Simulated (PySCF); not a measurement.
Zn (zinc, neutral) across methods

[Ar] 3d9 4s2 5s1, high-spin 3D determinant (an excited configuration). Computed with PySCF 2.14 in aug-cc-pVDZ-PP with ECP10MDF, with scalar relativity through the core potential.

| method | E (hartree) | mean ε 4s α (eV) | mean ε 4s β (eV) | mean ε 5s α (eV) | Σ⟨r²⟩ (bohr²) | ⟨S²⟩ |
| --- | --- | --- | --- | --- | --- | --- |
| PBE | -226.5615 | -12.294 | -12.040 | -1.870 | 88.91 | 2.001 |
| LDA | -226.1480 | -12.646 | -12.401 | -1.831 | 88.20 | 2.001 |
| BHandHLYP | -226.4159 | -13.968 | -13.730 | -2.178 | 89.12 | 2.001 |
| PBEsol | -226.2846 | -12.342 | -12.098 | -1.842 | 88.79 | 2.001 |
| UHF | -225.49952 | -14.876 | -14.497 | -2.629 | 90.30 | 2.001 |
| wB97M-V | -226.4017 | -15.449 | -15.128 | -2.355 | 87.92 | 2.001 |
| LC-wPBE | -226.5803 | -15.718 | -15.446 | -2.949 | 89.09 | 2.001 |
| r2SCAN | -226.4538 | -12.511 | -12.379 | -1.815 | 88.86 | 2.001 |
| PBE0 | -226.5155 | -13.139 | -12.868 | -2.133 | 89.18 | 2.001 |

Energies and moments cover only the electrons outside the core potential. The outer electron is Rydberg-like, and this basis confines it to a smaller radius and binds it less than a complete one would.
